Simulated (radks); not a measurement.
Task: Valence configurations of the calcium ion Ca+ (all share [Ar]). All-electron calculation, scalar-relativistic Kohn-Sham, PBE, spin-polarised, spherical densities, point nucleus; open shells are filled with parallel spins first. Program: a radial shooting solver on a logarithmic mesh with Libxc functionals. Order these by energy: 3d0.5 4s0.5; 4s1; 4p1; 4s0.5 4p0.5; 3d1.

Result: From the lowest, in eV above it: 4s1 0.000; 3d0.5 4s0.5 0.577; 3d1 1.427; 4s0.5 4p0.5 1.540; 4p1 3.070. NIST lists [Ar] 4s1 as the ground configuration; this level of theory agrees among the configurations tried. The energies are those of spherical high-spin densities, not of single terms.
